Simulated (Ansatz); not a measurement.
Frontier orbitals of `[SH][Ga]([SH])[Br]`.

The species carries charge 0 and has multiplicity 1. Correlated methods include outer-core shells of Br, Ga, which these sets cover unevenly. Scalar relativity is left out up to krypton. The geometry is a stationary point of PBE0-D4/def2-TZVP. It is one conformer, not always the lowest. Basis def2-TZVPP, Ansatz.

| functional | HOMO (eV) | LUMO (eV) |
| --- | --- | --- |
| PBE | -6.70 | -2.24 |

Q: Give HOMO and LUMO (eV) with LDA (SPW92), revPBE, BLYP, r2SCAN, B97M-V, PBE0, B3LYP, r2SCANh, r2SCAN0, HSE06 (plane-wave form), BHLYP, CAM-B3LYP, LC-ωPBE, ωB97X-V, ωB97M-V, HF. (Best estimate.)

A: Computed: 
```json
{"functional": "LDA (SPW92)", "HOMO": "-6.84", "LUMO": "-2.53"}
{"functional": "revPBE", "HOMO": "-6.65", "LUMO": "-2.12"}
{"functional": "BLYP", "HOMO": "-6.51", "LUMO": "-2.17"}
{"functional": "r2SCAN", "HOMO": "-7.01", "LUMO": "-1.99"}
{"functional": "B97M-V", "HOMO": "-7.05", "LUMO": "-1.94"}
{"functional": "PBE0", "HOMO": "-7.93", "LUMO": "-1.34"}
{"functional": "B3LYP", "HOMO": "-7.66", "LUMO": "-1.63"}
{"functional": "r2SCANh", "HOMO": "-7.46", "LUMO": "-1.67"}
{"functional": "r2SCAN0", "HOMO": "-8.13", "LUMO": "-1.20"}
{"functional": "HSE06 (plane-wave form)", "HOMO": "-7.53", "LUMO": "-1.71"}
{"functional": "BHLYP", "HOMO": "-8.99", "LUMO": "-0.42"}
{"functional": "CAM-B3LYP", "HOMO": "-9.23", "LUMO": "-0.38"}
{"functional": "LC-ωPBE", "HOMO": "-10.67", "LUMO": "0.85"}
{"functional": "ωB97X-V", "HOMO": "-10.28", "LUMO": "0.72"}
{"functional": "ωB97M-V", "HOMO": "-10.09", "LUMO": "0.53"}
{"functional": "HF", "HOMO": "-10.71", "LUMO": "1.82"}
```

B3LYP here is the variant with VWN-RPA as its local correlation; programs differ in this. LC-ωPBE has ω = 0.4 bohr⁻¹. Positive LUMOs are unbound and depend on the basis.
